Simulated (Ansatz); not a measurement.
Stepwise reaction of `[OH][Y]([F])[F]` with ammonia, as a gas-phase model of exchange steps in deposition or etching. ΔE in kJ/mol; ΔG adds harmonic PBE0-D4 terms to CCSD(T)/CBS, at 1 bar.

Computed with Ansatz on PBE0-D4/def2-TZVP structures; ΔE is electronic, products minus reactants. CCSD(T)/CBS is the MP2 limit (def2-TZVPP, def2-QZVPP) plus CCSD(T) − MP2 in def2-TZVPP, frozen cores. This one scheme is used for every species. DFT in def2-TZVPP. B3LYP here is the variant with VWN-RPA as its local correlation; programs differ in this. Elements past krypton have def2 core potentials. For Y outer-core shells are correlated without core-valence functions, which leaves a few kJ/mol of doubt a bond. One conformer a species, not always the lowest.

| step | reaction | PBE-D4 | B3LYP-D4 | ωB97M-V | CCSD(T)/CBS | ΔG(500 K) |
| --- | --- | --- | --- | --- | --- | --- |
| 2 | `[NH2][Y]([OH])[F]` + NH₃ → `[NH2][Y]([NH2])[OH]` + H–F | 141.2 | 143.8 | 141.7 | 135.0 | 132.1 |

Question: Give the row of step 1, `[OH][Y]([F])[F]` + NH₃ → `[NH2][Y]([OH])[F]` + H–F. (Estimate.)

Answer: Ansatz gave: 
| step | reaction | PBE-D4 | B3LYP-D4 | ωB97M-V | CCSD(T)/CBS | ΔG(500 K) |
| --- | --- | --- | --- | --- | --- | --- |
| 1 | `[OH][Y]([F])[F]` + NH₃ → `[NH2][Y]([OH])[F]` + H–F | 132.1 | 135.2 | 134.2 | 128.8 | 124.5 |

Question: By hand: ΔE of the 2 steps together at CCSD(T)/CBS.

Answer: (128.8) + (135.0) = 263.8 kJ/mol, or 131.9 kJ/mol a step.

In ΔE each step is higher than the one before. All are uphill at CCSD(T)/CBS. ΔG lies between 124.5 and 132.1 kJ/mol a step. PBE-D4 differs from CCSD(T)/CBS by 3.3 to 6.2 kJ/mol a step. Isolated molecules leave out the surface, adducts and barriers. Largest T1 diagnostic: 0.015.
